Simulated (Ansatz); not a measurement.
Ansatz results at the PBE0-D4/def2-TZVP geometry: size of the dipole moment (ωB97M-V/def2-TZVPP) 1.00 D; ideal-gas entropy at 298 K and 1 bar (rigid rotor, harmonic PBE0-D4/def2-TZVP) 344 J/(mol·K); HOMO energy (PBE/def2-TZVPP) -5.45 eV.

Each molecule was computed in one conformer, which needn't be the lowest.

Question: Which molecule gave them?
A. `[NH2][GeH]1[CH2][SiH2]1`
B. `PB1C[N]1[ZnH]`
C. `O=C[CH](Cl)[GeH3]`
D. `CC1C=C1`

Answer: A. The others give `PB1C[N]1[ZnH]`: 1.58, 362, -5.85; `O=C[CH](Cl)[GeH3]`: 3.55, 356, -6.19; `CC1C=C1`: 0.38, 281, -6.08.
